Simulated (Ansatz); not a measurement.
Start from `CO[SiH2]CN` and change one atom or group to get `CO[SiH2][SeH]`.

Ansatz, PBE0-D4/def2-TZVP geometries, multiplicity 1. Each molecule was computed in one conformer, which needn't be the lowest.

Scalar relativity is left out up to krypton.

```
                                      property  `CO[SiH2]CN`
            HOMO energy (PBE0/def2-TZVPP) / eV         -6.90
         LUMO energy (ωB97M-V/def2-TZVPP) / eV          2.27
             HOMO energy (PBE/def2-TZVPP) / eV         -5.44
           HOMO–LUMO gap (PBE/def2-TZVPP) / eV          5.36
         HOMO–LUMO gap (B3LYP/def2-TZVPP) / eV          7.16
size of the dipole moment (PBE/def2-TZVPP) / D          1.91
```

(1) Give the same properties after the change, and the shifts. (Estimate.)

Answers

(1) Computed: 
| property | `CO[SiH2][SeH]` | shift |
| --- | --- | --- |
| HOMO energy (PBE0/def2-TZVPP) / eV | -7.18 | -0.28 |
| LUMO energy (ωB97M-V/def2-TZVPP) / eV | 1.92 | -0.35 |
| HOMO energy (PBE/def2-TZVPP) / eV | -6.04 | -0.60 |
| HOMO–LUMO gap (PBE/def2-TZVPP) / eV | 5.26 | -0.10 |
| HOMO–LUMO gap (B3LYP/def2-TZVPP) / eV | 6.76 | -0.40 |
| size of the dipole moment (PBE/def2-TZVPP) / D | 1.73 | -0.18 |

With PBE0 the HOMO falls by 0.28 eV and the LUMO falls by 0.67 eV, so the gap narrows by about 0.39 eV. PBE moves the HOMO by -0.60 eV and ωB97M-V by -0.08 eV. Dipoles are sizes alone; their direction can turn.

B3LYP here is the variant with VWN-RPA as its local correlation; programs differ in this.

Spin–orbit coupling is left out; it splits and shifts lone-pair levels of the heavy atoms by tenths of an eV.
